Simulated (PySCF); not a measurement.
**Energy of V²⁺ (vanadium, charge +2) between two integer charges**

The 3d alpha orbital of [Ar] 3d3 is emptied in steps (occupation f), with all orbitals relaxed, ending at [Ar] 3d2. Computed with PySCF 2.14 in jorge-DZP-DKH (8s6p2d1f, 43 functions), with scalar relativity by spin-free X2C-1e. The exact energy is a straight line in f; departures are measured from the line between the end points of the same method.

```
   f  r2SCAN0 (eV)
   1         0.000
0.75        -0.951
 0.5        -1.272
0.25        -0.956
   0         0.000
```

```csv
method,E(f=0) − E(f=1) (eV),−ε at f=1 (eV),−ε at f=0.5 (eV)
r2SCAN0,30.022,24.971,30.009
```

Orbital energy along the path (eV):

```json
{"f": "1", "r2SCAN0": "-24.971"}
{"f": "0.75", "r2SCAN0": "-27.472"}
{"f": "0.5", "r2SCAN0": "-30.009"}
{"f": "0.25", "r2SCAN0": "-32.566"}
{"f": "0", "r2SCAN0": "-35.119"}
```

Reference removal energy between the ground levels: 29.311 eV (measured; NIST Atomic Spectra Database, ionization energies). The calculation has no spin-orbit coupling. The determinant left behind need not be the lowest term of the ion.
